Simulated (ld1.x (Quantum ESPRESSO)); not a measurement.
# silicon (Si), PAW: configuration errors across variants

silicon, PAW, made with ld1.x (Quantum ESPRESSO) 7.5 (BP86, scalar-relativistic). Core [Ne], reference 3s2 3p2. Waves: 3s (bound): rcut 1.55, rcutus 2.00 bohr; 3s channel at 1.95 Ry: rcut 1.55, rcutus 2.00 bohr; 3p (bound): rcut 1.90, rcutus 2.15 bohr; 3p channel at 0.1 Ry: rcut 1.90, rcutus 2.15 bohr. Local part: all-electron potential smoothed inside 2.10 bohr (lloc = -1). Core correction: Bessel-smoothed model core, default radius (core density twice the valence density). Augmentation charge: PSQ, radius 1.60 bohr.

All-electron excitation energies from the reference (eV): (1) 3s2 3p1 7.839; (2) 3s2 3p0 23.941; (3) 3s1 3p0 58.064; (4) 3s2 3p2.3 -0.960; (5) 3s1 3p2 15.280; (6) 3s0 3p4 13.802; (7) 3s2 3p1.5 2.971.

1 further variants failed, have other tests or another functional or relativity, and are left out.

Errors AE − PS in meV (a dash: test not solved or not reliable):

| change | (1) | (2) | (3) | (4) | (5) | (6) | (7) | bound ghosts |
| --- | --- | --- | --- | --- | --- | --- | --- | --- |
| base | -1.1 | -11 | -65 | +0.1 | -3.4 | -3.1 | -0.2 | none |
| wave 3s channel at 1.95 Ry: rcut 1.55, rcutus 2.00 bohr becomes 3s channel at 0.77 Ry: rcut 1.55, rcutus 2.00 bohr | -1.2 | -11 | -65 | 0.0 | -3.4 | -3.1 | -0.2 | none |
| local potential all-electron potential smoothed inside 2.22 bohr (lloc = -1) | -1.1 | -11 | -65 | 0.0 | -3.4 | -3.1 | -0.2 | none |
| augmentation PSQ, inside the norm-conserving radii | -1.1 | -11 | -65 | +0.1 | -3.3 | -2.7 | -0.2 | none |
| type ultrasoft; local potential all-electron potential smoothed inside 2.00 bohr (lloc = -1); augmentation PSQ, inside the norm-conserving radii | -0.5 | -1.5 | -19 | +0.1 | -2.7 | +1.1 | -0.2 | none |

(1) Give the same row for: all radii but the core radius scaled by about 1.08 (s 2.16, p 2.32 bohr, rcut 1.68/2.06); local potential all-electron potential smoothed inside 2.28 bohr (lloc = -1); augmentation PSQ, radius 1.74 bohr.

Answers

(1) -1.1, -11, -64, +0.1, -3.3, -2.8, -0.2; bound ghosts: none.
